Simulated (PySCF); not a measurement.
C6H10, SMILES C=CCCC=C. Atoms are numbered in the order given.

```xyz
16

C      2.6005    -0.5982     0.2407
C      1.2772    -0.6040     0.0591
C      0.5201     0.3975    -0.7688
C     -0.5471     1.1721     0.0206
C     -1.7746     0.4065     0.4388
C     -2.1263    -0.8286     0.0701
H      3.2395     0.1574    -0.2294
H      3.0972    -1.3484     0.8624
H      0.6779    -1.3755     0.5565
H      1.2329     1.1152    -1.2060
H      0.0345    -0.1122    -1.6212
H     -0.8809     2.0390    -0.5806
H     -0.0814     1.6139     0.9205
H     -2.4491     0.9580     1.1066
H     -3.0590    -1.2774     0.4218
H     -1.5103    -1.4419    -0.5933
```

Geometry: B3LYP-D3(BJ)/def2-SVP. Other conformers were not sampled.

These are SMD-ωB97X/def2-SVP (PySCF) values and carry that method's errors.

Solvation free energies are E(SMD) − E(gas) at the gas-phase geometry, for 1 M in both phases. In vacuum the dipole moment is 0.51 D.

| solvent | ΔG(solv) (kcal/mol) | its non-electrostatic (CDS) part | dipole (D) |
|---|---|---|---|
| water | 1.2 | 4.4 | 0.74 |
| cyclohexanone | -3.0 | -0.1 | 0.72 |
| ethylethanoate | [?] | [?] | [?] |

Question: Fill in the missing entries. (An estimate is asked for; the answer gives what the named calculation found.)

Answer: 
- ethylethanoate, ΔG(solv) (kcal/mol): -3.4
- ethylethanoate, its non-electrostatic (CDS) part: -1.0
- ethylethanoate, dipole (D): 0.68
